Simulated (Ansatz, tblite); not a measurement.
Spin states of AuCl2 (the lowest doublet isomer of a short search), each relaxed with PBE0-D4/def2-TZVP in Ansatz. Electronic energies in the gas phase.

In the def2 sets Au takes a core potential; there is no spin–orbit coupling. The xTB rows come from tblite. Correlated methods freeze 10 core orbitals; core or outer-core shells of Au are correlated, in sets that lack core-valence functions. In CCSD on the charge 0 doublet the largest single amplitude is 0.25, so its Hartree–Fock determinant may place the open shell otherwise than the density functionals do. HOMO above LUMO, or a gap near zero within one spin, warns that the state may not be the lowest or that an electron is smeared out. The structure comes from a short search, and lower isomers may exist.

Doublet geometry (D∞h within 0.1 Å):

```csv
atom,x (Å),y (Å),z (Å)
Au1,0.0000,0.0000,0.0000
Cl2,1.0894,1.4756,1.2172
Cl3,-1.0894,-1.4756,-1.2172
```

Quartet geometry (C2v within 0.1 Å):

```xyz
3

Au   -0.926   -0.474   -0.395
Cl   -0.422    0.926    1.439
Cl    1.349   -0.452   -1.043
```

Run but left out: PBE-D4/def2-TZVP, BLYP-D4/def2-TZVP (doublet: an occupied level 0.00 to 0.01 eV above an empty one).

Only these spin states were relaxed.

Second-order perturbation terms are unreliable where d shells bring near-degenerate states, and here MP2/def2-TZVPP lies more than 0.4 eV from the median of the functionals without such a term.

```tsv
level	quartet − doublet (kcal/mol)	lowest of these
HF/def2-TZVPP	70.7	doublet
r2SCAN-D4/def2-TZVP	83.5	doublet
PBE0-D4/def2-TZVP	89.7	doublet
ωB97X-V/def2-TZVP	96.6	doublet
MP2/def2-TZVPP	99.9	doublet
CCSD/def2-TZVPP	92.4	doublet
CCSD(T)/def2-TZVPP	95.4	doublet
```

Problem. Estimate the rows for GFN1-xTB, GFN2-xTB, HF/def2-TZVP, revPBE-D4/def2-TZVP, B2PLYP/def2-TZVP, MP2/def2-TZVP.

Solution. 
```
              level  quartet − doublet (kcal/mol)  lowest of these                                                                           remarks
           GFN1-xTB                          82.3          doublet                                                                                 –
           GFN2-xTB                         112.5          doublet                                                                                 –
       HF/def2-TZVP                          73.4          doublet                                                                                 –
revPBE-D4/def2-TZVP                          81.1          doublet  gap within one spin near zero (doublet), gap within one spin near zero (quartet)
   B2PLYP/def2-TZVP                          94.6          doublet                                                                                 –
      MP2/def2-TZVP                          86.0          doublet                                                                                 –
```

The xTB methods have no spin-polarisation term.

Problem. How do the metal–ligand distances follow the spin state?

Solution. 
```json
{"state": "doublet", "donor atoms": "2", "mean metal–ligand distance (Å)": "2.201", "range (Å)": "2.20–2.20", "Mulliken spin on the metal (PBE0)": "0.32"}
{"state": "quartet", "donor atoms": "2", "mean metal–ligand distance (Å)": "2.364", "range (Å)": "2.36–2.37", "Mulliken spin on the metal (PBE0)": "1.54"}
```

⟨S²⟩ at PBE0-D4/def2-TZVP: doublet 0.75 (pure 0.75), quartet 3.76 (pure 3.75).
